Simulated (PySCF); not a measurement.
Species: `C#C[Si@]1(C)C[C@H](O[SiH3])C1`. The columns A, B, C and D hold Mulliken, IAO, Hirshfeld and ESP-fitted charges (e) of one PBE0/pcSseg-1 density (PySCF), in a shuffled order. Coordinates in Å (GFN2-xTB); the density's dipole moment is (-1.04, -1.11, 0.13) D.

| atom | x | y | z | A | B | C | D |
| --- | --- | --- | --- | --- | --- | --- | --- |
| C1 | -3.252 | 2.011 | 0.715 | -0.207 | -0.189 | -0.087 | -0.220 |
| C2 | -2.506 | 1.144 | 0.343 | -0.172 | -0.324 | -0.157 | -0.407 |
| Si3 | -1.360 | -0.198 | -0.223 | +1.005 | +1.046 | +0.421 | +1.097 |
| C4 | -2.334 | -1.744 | -0.740 | -0.614 | -0.715 | -0.208 | -0.825 |
| C5 | 0.200 | -0.446 | 0.858 | -0.515 | -0.573 | -0.177 | -0.847 |
| C6 | 1.106 | -0.182 | -0.362 | +0.087 | +0.110 | +0.051 | +0.824 |
| O7 | 2.134 | 0.731 | -0.133 | -0.621 | -0.637 | -0.217 | -0.568 |
| Si8 | 3.438 | 0.636 | 0.811 | +0.701 | +0.871 | +0.376 | +0.593 |
| C9 | 0.070 | 0.361 | -1.365 | -0.478 | -0.560 | -0.174 | -0.835 |
| H10 | -3.904 | 2.770 | 1.038 | +0.063 | +0.203 | +0.097 | +0.273 |
| H11 | -3.006 | -1.517 | -1.562 | +0.148 | +0.163 | +0.047 | +0.201 |
| H12 | -1.672 | -2.543 | -1.059 | +0.140 | +0.159 | +0.046 | +0.191 |
| H13 | -2.937 | -2.115 | 0.083 | +0.147 | +0.163 | +0.046 | +0.198 |
| H14 | 0.386 | -1.398 | 1.347 | +0.139 | +0.144 | +0.034 | +0.165 |
| H15 | 0.337 | 0.342 | 1.596 | +0.158 | +0.161 | +0.039 | +0.217 |
| H16 | 1.540 | -1.124 | -0.723 | +0.101 | +0.117 | +0.034 | -0.058 |
| H17 | 3.095 | 0.477 | 2.229 | -0.127 | -0.160 | -0.086 | -0.132 |
| H18 | 4.039 | 1.927 | 0.515 | -0.116 | -0.131 | -0.078 | -0.104 |
| H19 | 4.287 | -0.502 | 0.439 | -0.132 | -0.161 | -0.088 | -0.141 |
| H20 | 0.166 | 1.441 | -1.442 | +0.156 | +0.168 | +0.042 | +0.215 |
| H21 | 0.164 | -0.056 | -2.365 | +0.138 | +0.146 | +0.036 | +0.163 |

Q: Which column most likely holds the ESP-fitted charges?

A: D. Σ q r misses the density's dipole by 0.03 D (D), 0.41 D (C), 0.87 D (B), 2.19 D (A). Charges fitted to the outside potential are the only set here that is tied to the molecule's multipoles.

Q: And the Hirshfeld charges?

A: C. The mean sizes are 0.121 e (C), 0.284 e (A), 0.329 e (B), 0.394 e (D), and Hirshfeld charges are commonly the smallest of these schemes.

As computed, A = Mulliken, B = IAO, C = Hirshfeld, D = ESP-fitted. Hydrogens on carbon: Mulliken +0.06 to +0.16, IAO +0.12 to +0.20, Hirshfeld +0.03 to +0.10, ESP-fitted -0.06 to +0.27 e.

The ESP scheme fits charges at the nuclei, held to the total charge, to the electrostatic potential on points at 1.4 to 2.0 times the van der Waals radii. The Mulliken scheme gives each basis function's population to the atom it is centred on and halves the overlap population of two atoms between them.

Isolated species at its GFN2-xTB geometry (one conformer only).

The run behind these numbers computed NMR shieldings as well. On Intel Xeon at 2.50 GHz, one thread, shared host with 64 logical CPUs at a one-minute load of 62, this took 3.1 min wall (with the writing of density and orbital grids) and 1.1 GiB of memory at its peak.

The values belong to the conformer `[CH:1]#[C:2][Si@:3]1([CH3:4])[CH2:5][C@H:6]([O:7][SiH3:8])[CH2:9]1`: C5–C6–O7–Si8 67°.
